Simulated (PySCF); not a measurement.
## GeI, HF: how much the basis matters

PySCF, UHF reference; doublet, unpaired electrons π ↑; De to Ge + I without counterpoise correction.

```
      basis                           relativity  functions  Re (Å)  ωe (cm⁻¹)  De (eV)  μ (D)
 cc-pVDZ-PP  scalar-relativistic core potentials         46   2.584        231     1.78  -2.40
 def2-TZVPP  scalar-relativistic core potentials         98   2.566        234     1.86  -1.98
def2-TZVPPD  scalar-relativistic core potentials        113   2.565        234     1.87  -1.97
```

(1) How does each smaller set differ from the one with most functions, def2-TZVPPD?

A positive dipole means Ge(−)I(+). Spin–orbit coupling is left out, which matters for elements this heavy, above all for dissociation energies. Hartree–Fock leaves out correlation, which carries a large part of most bond energies and some tenths to 1 eV of ionisation energies. The state was picked by a PBE0 search and need not be the measured ground state.

Results:

(1) cc-pVDZ-PP: +1.9 pm, -1.3 % in ωe, -0.09 eV in De; def2-TZVPP: +0.1 pm, +0.0 % in ωe, -0.01 eV in De. All at HF; the set with most functions is neither the basis-set limit nor always the best.
